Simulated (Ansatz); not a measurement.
Computed with Ansatz on PBE0-D4/def2-TZVP structures; ΔE is electronic, products minus reactants. CCSD(T)/CBS adds triple-zeta CCSD(T) − MP2 to the extrapolated MP2 energy (def2 sets, frozen cores). Functionals use def2-TZVPP. B3LYP here is the variant with VWN-RPA as its local correlation; programs differ in this. Each species was taken in one conformer, which may not be the lowest.

Reaction (redistribution): `P[SiH]1CC1` + `C[Si](C)(O)Cl` → `Cl[SiH]1CC1` + `C[Si](C)(O)P`

`P[SiH]1CC1`:

```xyz
11

P    -0.205    0.420   -2.221
Si   -0.166   -0.559   -0.217
C     0.983    0.170    1.040
C    -0.497    0.530    1.245
H    -1.462   -0.121   -2.601
H     0.531   -0.605   -2.875
H    -0.498   -1.997   -0.093
H     1.641    0.981    0.747
H     1.427   -0.486    1.781
H    -0.983    0.099    2.114
H    -0.770    1.567    1.080
```

`C[Si](C)(O)Cl`:

Z-matrix (Å, degrees):
```
C
Si 1 1.856
H 1 1.093 2 110.3
H 1 1.092 2 110.8 3 120.1
H 1 1.093 2 111.1 3 -120.1
C 2 1.848 1 113.8 3 -60.9
O 2 1.641 1 112.2 3 60.2
Cl 2 2.076 1 106.6 3 178.9
H 6 1.092 2 110.4 1 -177.5
H 6 1.092 2 110.9 1 -57.3
H 6 1.093 2 110.2 1 62.8
H 7 0.958 2 118.0 1 66.0
```

`Cl[SiH]1CC1`:

```xyz
9

Cl   -2.179   -1.185    1.115
Si   -0.904    0.269    0.457
C     0.187   -0.068   -0.971
C     0.895   -0.057    0.423
H    -1.455    1.609    0.727
H     0.136   -1.034   -1.462
H     0.455    0.733   -1.653
H     1.268   -1.017    0.765
H     1.598    0.751    0.600
```

`C[Si](C)(O)P`:

Z-matrix (Å, degrees):
```
C
Si 1 1.869
H 1 1.093 2 110.8
H 1 1.095 2 111.0 3 -119.5
H 1 1.092 2 111.1 3 120.1
C 2 1.867 1 109.9 3 59.9
O 2 1.657 1 110.2 3 -177.1
P 2 2.255 1 113.8 3 -61.8
H 6 1.093 2 111.1 1 -61.4
H 6 1.094 2 110.9 1 58.3
H 6 1.092 2 110.9 1 178.3
H 7 0.958 2 117.5 1 -45.2
H 8 1.423 2 92.6 1 53.6
H 8 1.421 2 94.0 1 -39.8
```

(1) Is it downhill or uphill in electronic energy at CCSD(T)/CBS, and by how much? (An estimate is asked.)

(2) What do these levels give: B97M-V, B3LYP-D4, r2SCANh-D4, CAM-B3LYP-D4, B3LYP, r2SCANh, r2SCAN0, BHLYP, CAM-B3LYP, MP2/def2-SVP, CCSD/def2-SVP, HF/CBS(def2)? (Estimate.)

(3) What do rigid-rotor, harmonic-oscillator terms from PBE0-D4/def2-TZVP frequencies (298.15 K, 1 bar) make of the CCSD(T)/CBS value? (Estimate.)

Largest T1 diagnostic among the species: 0.012.

Answers

(1) The calculation gave: Uphill: ΔE = +0.38 eV.

(2) The calculation gave: B97M-V 0.41, B3LYP-D4 0.38, r2SCANh-D4 0.41, CAM-B3LYP-D4 0.38, B3LYP 0.39, r2SCANh 0.41, r2SCAN0 0.41, BHLYP 0.39, CAM-B3LYP 0.38, MP2/def2-SVP 0.45, CCSD/def2-SVP 0.43, HF/CBS(def2) 0.37 eV.

(3) Computed: ΔZPE = -0.02 eV, ΔH = +0.37 eV, ΔS = 5 J/(mol·K), ΔG = +0.35 eV.

At CCSD(T), def2-SVP lies +0.05 eV from the extrapolated value and def2-TZVPP +0.01 eV. Leaving LDA and LC-ωPBE aside and taking each functional with its dispersion term where it has one, the values, not all of them listed here, spread over 0.04 eV, from ωB97X-V to r2SCAN0-D4.
